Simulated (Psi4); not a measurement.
C$_{4}$H$_{4}$N, doublet, at a GFN2-xTB geometry. Base run: PBE/STO-3G (Psi4).

Here is a job for Psi4.
```
memory 2 GB

molecule {
0 2
H    -0.00306512    0.07735829    2.15139521
N    -0.00173582    0.06478905    1.14577413
C    -0.00544177    1.14296516    0.34032033
C     0.00416020   -1.05198339    0.35633521
C    -0.00219146    0.77883833   -0.96507126
C     0.00402130   -0.64308464   -0.94873942
H     0.00794089   -2.03683772    0.77993376
H    -0.00387345    1.41173950   -1.82730995
H     0.00785878   -1.26619621   -1.82150703
}

set {
  basis sto-3g
  reference uks
}

energy('pbe')
print_variables()
```

Each row names what was changed in the base input (with any setting that the change needs).

```csv
change,ΔE vs base (mEh),SCF cycles,grid points,basis functions
base,0.000,11,189729,29
scf_type = mem_df,0.000,11,189729,29
scf_type = out_of_core,1.564,11,189729,29
scf_type = pk,1.564,11,189729,29
basis_guess = true,0.000,8,189729,29
diis_max_vecs = 15,0.000,11,189729,29
level_shift = 1.0,0.000,11,189729,29
dft_spherical_points = 434,-0.001,11,272550,29
guess = sap,0.000,11,189729,29
guess = sapgau,0.000,11,189729,29
dft_pruning_scheme = robust,0.000,11,129163,29
dft_spherical_points = 974,0.001,11,610844,29
scf_type = disk_df,0.000,11,189729,29
```

Open shells are given as the SCF converged; they aren't shown to be the lowest states, and a large step between rows can be another state.
